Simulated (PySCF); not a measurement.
Atom-mapped SMILES (the numbers label the heavy atoms): `[CH2:1]=[CH:2][P:3]1[CH2:4][CH:5]([CH3:6])[CH2:7]1`; H(Xn) means a hydrogen on atom n. Ha(C4), Ha(C7) are cis to C6 on the ring; Ha(C1) is cis to P3; Hb(C4), Hb(C7) are trans to C6 on the ring; Hb(C1) is trans to P3.

[PySCF 2.14: structure optimised with GFN2-xTB; GIAO PBE0/pcSseg-1 shieldings; relativity neglected; equivalent nuclei averaged; in vacuum; one computed conformer]

Shifts are taken against calculated references (same method and geometry level): ¹³C against TMS.

Do the ¹³C shifts follow the atomic charges (in e)? Tabulate both.

## Answers


| atoms | hybridisation | δ (ppm) | σ para (ppm) | Hirshfeld | IAO | Mulliken | ESP-fitted |
| --- | --- | --- | --- | --- | --- | --- | --- |
| C2 | sp2 | 152.3 | -228 | -0.10 | -0.33 | -0.45 | +0.27 |
| C1 | sp2 | 138.4 | -203 | -0.09 | -0.29 | -0.11 | -0.51 |
| C5 | sp3 | 35.4 | -98 | -0.02 | -0.10 | -0.35 | -0.03 |
| C4/C7 | sp3 | 31.4 | -98 | -0.12 | -0.44 | -0.34 | +0.26 |
| C6 | sp3 | 28.4 | -87 | -0.12 | -0.42 | -0.18 | -0.67 |

Correlation coefficients of δ with charge over these carbons: Hirshfeld -0.07, IAO +0.05, Mulliken -0.02, ESP-fitted +0.10; with the paramagnetic shielding -1.00. With so few points, grouped by hybridisation, these coefficients are fragile. Charge is one influence among several: hybridisation and low-lying excitations act through the paramagnetic term.

Shifts are as computed. Against solution values, carbons near 30 ppm lie about +3 ppm off and those near 130 ppm about +5 ppm. Of 1211 compounds with measured shifts, 218 miss one by over three times the rms of a fit or turn the order of signals round; such compounds aren't used in these exercises.
